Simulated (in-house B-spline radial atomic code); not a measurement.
Settings and results of a run for Tb⁺. Method: scalar-relativistic (X2C) r2SCAN, spin-polarised, spherical fractional occupations, Fermi nucleus of rms radius 5.06 fm. Calculated with an all-electron radial atomic-structure program (B-spline basis).

In the input, 3d5,1 would mean five up and one down electron.

Command:
```bash
python run_scf.py task.json out
```
Settings (nuclear radius in fm, mass in u):
```
Z                65
configuration    1s2 2s2 2p6 3s2 3p6 3d10 4s2 4p6 4d10 4f7,2 5s2 5p6 6s0,1
hamiltonian      x2c
method           r2scan
spin_polarised   True
nucleus          fermi
rms_radius       5.06
atomic_mass      158.92535
speed_of_light   137.035999084
```

Output (hartree, bohr):
```
 radial grid: 81 intervals, B-splines of order 8, outer radius 60 bohr

 iter        energy (Eh)    residual
    1      -11708.357130    1.50e-01
    2      -11708.368779    3.99e-03
    3      -11708.368975    2.53e-03
    4      -11708.369060    1.52e-03
    5      -11708.368569    3.84e-03
    6      -11708.369158    9.85e-05
    7      -11708.369158    4.52e-05
    8      -11708.369158    8.51e-06
    9      -11708.369158    7.18e-07
   10      -11708.369158    2.28e-07

 total energy                    -11708.36916
 kinetic                           12809.7130
 electron-nucleus                 -28819.4436
 Hartree                            4561.1727
 exchange-correlation               -259.8113

 orbital      occ     eigenvalue          <r>       <r^2>       <1/r>       r_max
 1s up      1.000     -1903.5454    0.0207857 0.000598934     78.5643     0.01278
 1s down    1.000     -1903.5455    0.0207857 0.000598934     78.5643     0.01278
 2s up      1.000      -316.5118     0.090796  0.00980137     18.1729     0.07734
 2s down    1.000      -316.5122    0.0907947  0.00980103      18.173     0.07734
 2p up      3.000      -281.6941    0.0804544  0.00791981     15.9546     0.06233
 2p down    3.000      -281.6941    0.0804533   0.0079195     15.9547     0.06233
 3s up      1.000       -70.7227     0.238696   0.0652685     6.53739      0.2197
 3s down    1.000       -70.6345     0.238518   0.0651692     6.54349      0.2197
 3p up      3.000       -59.8797     0.237417   0.0654527     5.92148      0.2155
 3p down    3.000       -59.7917       0.2372   0.0653304     5.92735      0.2154
 3d up      5.000       -45.4764      0.21667   0.0551772     5.55424      0.1766
 3d down    5.000       -45.4082     0.216406   0.0550315     5.55972      0.1765
 4s up      1.000       -14.4205     0.541988    0.331673     2.69174      0.5055
 4s down    1.000       -14.2167     0.541978    0.331642     2.69068      0.5054
 4p up      3.000       -10.8209     0.573407    0.374126     2.42484      0.5271
 4p down    3.000       -10.6167     0.573471    0.374241     2.42377      0.5269
 4d up      5.000        -5.7987     0.624374    0.452569     2.12314      0.5478
 4d down    5.000        -5.5937     0.625323    0.454338     2.12029      0.5475
 4f up      7.000        -0.4080      0.87286     1.02534     1.53136      0.5555
 4f down    2.000        -0.2318     0.968225      1.3765     1.45875      0.5589
 5s up      1.000        -2.0689       1.3223      1.9679     1.01276       1.181
 5s down    1.000        -1.9733      1.34727     2.04491    0.989236       1.195
 5p up      3.000        -1.2088      1.54645     2.71595    0.845101        1.34
 5p down    3.000        -1.1449      1.59038     2.88384    0.819181       1.362
 6s down    1.000        -0.3328       3.8353     16.4443    0.325015         3.4
```

Cost of the run: 0.55 s on 1 thread of Arm Neoverse V1, with other jobs on the host.

One-electron X2C: radii and densities carry no picture-change correction, so inner-shell <1/r> comes out high (for 1s by about 2 % at Z = 33, 5 % at 54, 10 % at 75, 30 % at 118) and <r> low.
